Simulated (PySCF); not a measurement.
FH5Si2. Atoms are numbered in the order given.

```xyz
8

Si     0.1391     1.5245     0.0000
Si    -0.5173    -0.7286     0.0000
F      0.7913    -1.6727     0.0000
H     -1.0828     2.3669     0.0000
H      0.9390     1.8348    -1.2084
H      0.9390     1.8348     1.2084
H     -1.3111    -1.0624     1.2058
H     -1.3111    -1.0624    -1.2058
```
Charge 0, spin multiplicity 1.

Coordinates come from a B3LYP-D3(BJ)/def2-TZVP optimisation.

Calculation: TDA-LC-ωPBE/def2-SVPD (PySCF 2.14.0).

Vertical excitations. Isolated molecule, no solvent. State labels are in the subgroup Cs.

| state | symmetry | energy (eV) | λ (nm) | f | main pairs |
|---|---|---|---|---|---|
| S1 | A' | 6.82 | 182 | 0.023 | HOMO→LUMO 91 % |
| S2 | A" | 7.80 | 159 | 0.039 | HOMO→LUMO+3 85 % |
| S3 | A" | 8.01 | 155 | 0.022 | HOMO−1→LUMO 78 % |
| S4 | A' | 8.43 | 147 | 0.003 | HOMO→LUMO+1 55 %, HOMO→LUMO+2 21 %, HOMO→LUMO+4 19 % |
| S5 | A' | 8.61 | 144 | 0.343 | HOMO→LUMO+2 54 %, HOMO→LUMO+4 29 % |
| S6 | A' | 8.88 | 140 | 0.260 | HOMO→LUMO+4 42 %, HOMO→LUMO+1 33 %, HOMO→LUMO+2 9 % |
| S7 | A" | 9.08 | 137 | 0.003 | HOMO−3→LUMO 48 %, HOMO−2→LUMO+3 20 %, HOMO−1→LUMO+4 7 % |
| S8 | A" | 9.28 | 134 | 0.029 | HOMO→LUMO+5 74 % |
| S9 | A' | 9.40 | 132 | 0.026 | HOMO−2→LUMO 33 %, HOMO−2→LUMO+2 28 %, HOMO−1→LUMO+3 20 %, HOMO−3→LUMO+3 6 % |
| S10 | A" | 9.48 | 131 | 0.012 | HOMO−2→LUMO+3 31 %, HOMO−1→LUMO+2 19 %, HOMO−3→LUMO 12 %, HOMO−3→LUMO+6 8 % |
| T1 | A' | 5.83 | 213 | 0 | HOMO→LUMO 90 % |
| T2 | A" | 6.56 | 189 | 0 | HOMO→LUMO+3 91 % |
| T3 | A" | 7.37 | 168 | 0 | HOMO−1→LUMO 75 % |
| T4 | A' | 7.37 | 168 | 0 | HOMO→LUMO+2 62 % |
Triplets are in the Tamm–Dancoff approximation.
